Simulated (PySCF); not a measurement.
GeH2Cl2, SMILES [Cl][GeH2][Cl].

Geometry optimised at B3LYP-D3(BJ)/def2-TZVP.

The numbers are results of B3LYP/def2-TZVPD run with PySCF, not measurements.

Gas-phase values at a fixed geometry.

```json
{
  "total_energy": "-2998.79267 hartree",
  "point_group": "C2v",
  "highest_occupied_level": "-8.81 eV",
  "lowest_empty_level": "-1.36 eV",
  "orbital_gap": "7.45 eV",
  "dipole_moment": "2.02 D",
  "quadrupole, principal values (traceless, Buckingham form, about the centre of nuclear charge)": "-4.35, 1.52, 2.83 D·Å",
  "mean_static_polarisability": "60.2 bohr³ (8.91 Å³)",
  "polarisability_principal_values": "51.4, 58.0, 71.1 bohr³"
}
```
